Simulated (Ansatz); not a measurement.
A series at Sn: from `[SH][SnH3]`, ligands are replaced one by one, each step taking up H₂S and setting free H₂; n counts the steps. Ansatz, PBE0-D4/def2-TZVP geometries. Each molecule was computed in one conformer, which needn't be the lowest.

```json
{"n": "0", "molecule": "`[SH][SnH3]`", "HOMO energy, ωB97M-V/def2-TZVPP (eV)": "-9.45"}
{"n": "1", "molecule": "`[SH][SnH2][SH]`", "HOMO energy, ωB97M-V/def2-TZVPP (eV)": "-9.49"}
{"n": "2", "molecule": "`[SH][SnH]([SH])[SH]`", "HOMO energy, ωB97M-V/def2-TZVPP (eV)": "-9.71"}
{"n": "3", "molecule": "`[SH][Sn]([SH])([SH])[SH]`", "HOMO energy, ωB97M-V/def2-TZVPP (eV)": "?"}
```

Q: By hand: fit a straight line y = ȳ + b (n − n̄) to the 3 given rows and predict n = 3.

A: n̄ = 1.000, ȳ = -9.550; Σ(n − n̄)(y − ȳ) = -0.260, Σ(n − n̄)² = 2.000, so b = -0.130 eV a step. Prediction: -9.550 + (-0.130) × (2.000) = -9.81 eV.

Q: By hand: compare with the computed value, -9.85 eV, and give the steps along the whole series.

A: The line misses by -0.04 eV (computed minus predicted). Steps: -0.04, -0.22, -0.14 eV.

The steps differ by up to 0.18 eV without a steady trend. The highest orbital can change its character along such a series. The miss is 10.0 % of the series' range.
